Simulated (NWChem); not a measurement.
A series in which one site is exchanged, each optimised at PBE0/def2-SVP with NWChem, gas phase unless a solvent is named. All stand in one matching conformer (torsions within 35°), which need not be the lowest. 

A: C[O][AlH2] (CH₅AlO; site = Al)
B: [O](C)[GaH2] (CH$_{5}$GaO; site = Ga)
C: COB (CH$_{5}$BO; site = B)

```json
[
 {"quantity": "orbital gap (eV), PBE0/def2-SVP", "A": "7.02", "B": "?", "C": "8.35"},
 {"quantity": "highest harmonic frequency (cm⁻¹), PBE0/def2-SVP", "A": "3097", "B": "?", "C": "3155"},
 {"quantity": "static polarisability, B3LYP/def2-SVPD (bohr³)", "A": "46.7", "B": "?", "C": "34.2"}
]
```

### Question
Complete the blanks.

### Answer

- orbital gap (eV), PBE0/def2-SVP, B: 6.62
- highest harmonic frequency (cm⁻¹), PBE0/def2-SVP, B: 3088
- static polarisability, B3LYP/def2-SVPD (bohr³), B: 48.5
